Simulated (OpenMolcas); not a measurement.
Fe2+: ligand-field states by method

Fe2+ with 6 ligands (sulfide) in octahedral coordination (Oh) at 2.56 Å. A charge of +1.67 e stands 2.6 Å behind each ligand. Ligand basis ANO-RCC-VDZP.

```
Program             : OpenMolcas 26.06
Basis               : ANO-RCC-VTZP [6s5p3d2f1g]
Scalar Hamiltonian  : DKH2, point nucleus
Active space        : 6 electrons in 5 orbitals (3d)
State averaging     : 2S+1 = 5 even, 5 roots; 2S+1 = 3 even, 45 roots; 2S+1 = 1 even, 50 roots
Spin-orbit coupling : RASSI with atomic mean-field integrals over the reference wave functions
```

I. CASSCF
II. SS-CASPT2, IPEA 0.25 Eh, imaginary shift 0.1 Eh (closed shells correlated: 3s 3p and the ligand valence shells)
III. SS-CASPT2, IPEA 0.5 Eh, imaginary shift 0.1 Eh (closed shells correlated: 3s 3p and the ligand valence shells)

Spin-free states (labels of O, the rotations of Oh) in cm-1, each column counted from its own energy of the first state listed:

```csv
State,Degeneracy,I,II,III
5T2,3,0,0,0
5E,2,1490,1810,1730
3T1,3,20835,17130,17120
3T2,3,21491,17370,18030
3T1,3,22333,17900,18650
3E,2,22761,18920,19680
3T1,3,24421,18110,19070
3T2,3,25250,19500,20450
3T1,3,25775,20320,21130
3A2,1,26072,20530,21520
3T2,3,27124,21190,22240
3E,2,27938,22670,23430
3T1,3,28781,24120,24580
3A1,1,28873,23810,24500
1A1,1,30185,25780,24000
1T1,3,31148,26150,25310
1T2,3,32096,25980,26330
1E,2,33264,27020,27190
1A2,1,33502,27440,28400
1T2,3,33667,28050,28100
```

From I to II, I's first state of the same spin (5E) moves from 1490 to 1810 cm-1, by about +320 cm-1.

From I to II, I's first state of another spin (3T1) moves from 20835 to 17130 cm-1, by about -3700 cm-1.

χT at 300 K: I 4.58, II 4.48, III 4.51 cm3 K/mol.

Roots that are degenerate in the reference are averaged as groups; the widest CASPT2 spread within a group is 370 cm-1 (the 2-fold group of multiplicity 1 near 52900 cm-1 above the lowest state of its run, II). Shifts and gaps below about the spread of the groups concerned are not significant. Over all roots computed the reference weight is 0.59 to 0.63 in II, 0.61 to 0.63 in III; a low but even weight reflects the number of correlated electrons. An orbital triplet at a regular site is open to Jahn-Teller coupling, which can distort the site and quench the lowest spin-orbit gaps and is left out. The sulfide ions are held by bare point charges, a crude embedding. Ligand-to-metal charge-transfer states are missing. With oxide or sulfide held by bare charges the field of late divalent 3d ions can come out several times too small, and g and χT far too large. With no ligand orbital active B as a rule stays too high, so bands that hang on it stand too high and its fall with covalency is understated. Without dynamic correlation the repulsion within the d shell is too large (B by tens of per cent), so at a given field states of lower spin stand too high (holds for I). CASSCF with metal d orbitals alone favours high spin, so a ground state of lower spin is not ruled out (holds for I). With metal d orbitals alone and no dynamic correlation the field as a rule comes out too small, by tens of per cent, by up to half for chloride and softer ligands, and with too little covalency χT stands high (holds for I). A single d shell leaves out the double-shell effect, which counts most for late 3d ions, where the CASPT2 field can be off either way by tens of per cent (holds for II; III). These CASPT2 states fit no ligand-field parameters well, so their order and spin gaps are uncertain (holds for II; III). With one d shell and no ligand orbital active, 10Dq can be off by tens of per cent for divalent 3d ions, low with halides held by bare charges and at times high in hosts (holds for II; III). Free-ion shares, where given, are those of the reference states; single-state CASPT2 does not remix them (holds for II; III). No measured value stands beside these numbers; the geometry was imposed, not optimised, and the real ion may take another.
